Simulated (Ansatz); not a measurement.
C₂H₇AlOSi, relaxed with RKS PBE0-D4/def2-TZVP in Ansatz from a PBE-D4/def2-SVP geometry. The force threshold is 0.005 eV/Å; the program also tests the step.

Total charge 0; spin multiplicity 1. The bonds changed during the relaxation, so this is another structure than the one it started from.

Start:

```xyz
12

C    -1.740   -1.118    0.136
Al    0.034   -0.277    0.077
Si    0.634    1.887   -0.904
C     1.547   -1.271    0.840
O     1.099   -0.584    1.798
H    -1.756   -2.011    0.793
H    -2.062   -1.440   -0.876
H    -2.506   -0.406    0.508
H     0.503    1.863   -2.410
H     2.061    2.275   -0.594
H    -0.247    3.014   -0.418
H     2.433   -1.933    1.051
```

```tsv
step	energy (eV)	largest force (eV/Å)	largest move (Å)
1	-18699.9636	0.926	0.000
2	-18700.0043	0.388	0.029
3	-18700.0080	0.270	0.043
4	-18700.0125	0.255	0.048
5	-18700.0139	0.165	0.008
6	-18700.0140	0.207	0.030
7	-18700.0155	0.074	0.011
8	-18700.0160	0.013	0.010
9 (rejected)	-18700.0160	0.026	0.014
10	-18700.0161	0.003	0.007
```

End:

```xyz
12

C    -1.719   -1.100    0.143
Al    0.042   -0.265    0.119
Si    0.623    1.884   -0.895
C     1.543   -1.290    0.814
O     1.089   -0.600    1.753
H    -1.751   -1.970    0.805
H    -2.006   -1.436   -0.859
H    -2.488   -0.396    0.475
H     0.500    1.836   -2.382
H     2.028    2.285   -0.589
H    -0.261    2.994   -0.433
H     2.402   -1.943    1.048
```

It took 41 s on 4 threads of an Arm Neoverse V1 on a shared host, with 0.57 GiB of host memory at the peak.
